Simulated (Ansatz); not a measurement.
The cluster Rb3H4⁻. Charge -1, multiplicity 1. Geometry PBE0-D4/def2-TZVPD, basis def2-TZVPD, Ansatz.

```xyz
7

Rb    2.3039   -0.2348    0.3468
Rb   -1.3758    0.7192    1.7502
Rb   -0.8881   -0.2628   -2.1511
H     0.9319   -0.3956    2.7145
H     1.5076   -1.5671   -1.9075
H     0.3742    2.1691   -0.5012
H    -2.8537   -0.4280   -0.2518
```

```json
{"run": "A", "HOMO (eV)": "-1.04", "LUMO (eV)": "1.98"}
{"run": "B", "HOMO (eV)": "-3.28", "LUMO (eV)": "2.39"}
{"run": "C", "HOMO (eV)": "-0.24", "LUMO (eV)": "2.05"}
{"run": "D", "HOMO (eV)": "-0.23", "LUMO (eV)": "1.71"}
{"run": "E", "HOMO (eV)": "-0.11", "LUMO (eV)": "1.71"}
```

In the def2 sets Rb takes a core potential; there is no spin–orbit coupling. Another isomer (singlet) lies 0.08 eV lower at PBE0-D4/def2-TZVPD; other spin states weren't run for this one.

Question: The runs used LDA (SPW92), PBE, PBE0, r2SCAN, ωB97X-V. Estimate which is which.

Answer: A PBE0 (25 % exact exchange); B ωB97X-V (range-separated); C r2SCAN (0 % exact exchange); D LDA (SPW92) (0 % exact exchange); E PBE (0 % exact exchange). Exact exchange lowers occupied and raises empty levels; among semilocal functionals meta-GGAs tend to open the gap a little, and such runs are hard to tell apart. The gap grows from 1.83 eV (PBE) to 5.67 eV (ωB97X-V).
